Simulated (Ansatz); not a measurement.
`NC[SiH](N)N` + `CB[SiH2][SiH2]Cl` → `CB[SiH](N)N` + `NC[SiH2][SiH2]Cl`  (redistribution)

Computed with Ansatz on PBE0-D4/def2-TZVP structures; ΔE is electronic, products minus reactants. CCSD(T)/CBS is the MP2 limit (def2-TZVPP, def2-QZVPP) plus CCSD(T) − MP2 in def2-TZVPP, frozen cores. Each species was taken in one conformer, which may not be the lowest.

```json
{"species": "`NC[SiH](N)N`", "CCSD/def2-TZVPP energy (Eh)": "-496.54276"}
{"species": "`CB[SiH2][SiH2]Cl`", "CCSD/def2-TZVPP energy (Eh)": "-1105.45737"}
{"species": "`CB[SiH](N)N`", "CCSD/def2-TZVPP energy (Eh)": "-466.63776"}
{"species": "`NC[SiH2][SiH2]Cl`", "CCSD/def2-TZVPP energy (Eh)": "-1135.35227"}
```

Question: Work out ΔE.

Answer: ΔE = (-466.63776) + (-1135.35227) − (-496.54276) − (-1105.45737) = 0.01010 Eh = +26.5 kJ/mol. CCSD(T)/CBS gives +27.4 kJ/mol.

Largest T1 diagnostic among the species: 0.012.

The D4 term adds +4.1 kJ/mol with B3LYP and +2.4 kJ/mol with PBE0; it sums over pairs of atoms, weighted by their polarisabilities, and B3LYP, whose exchange is more repulsive, gets the larger term. In def2-TZVPP, CCSD(T) changes the Hartree–Fock value by +8.3 kJ/mol (the triples alone add +1.5 kJ/mol) and MP2 by +8.9 kJ/mol.

B3LYP here is the variant with VWN-RPA as its local correlation; programs differ in this.
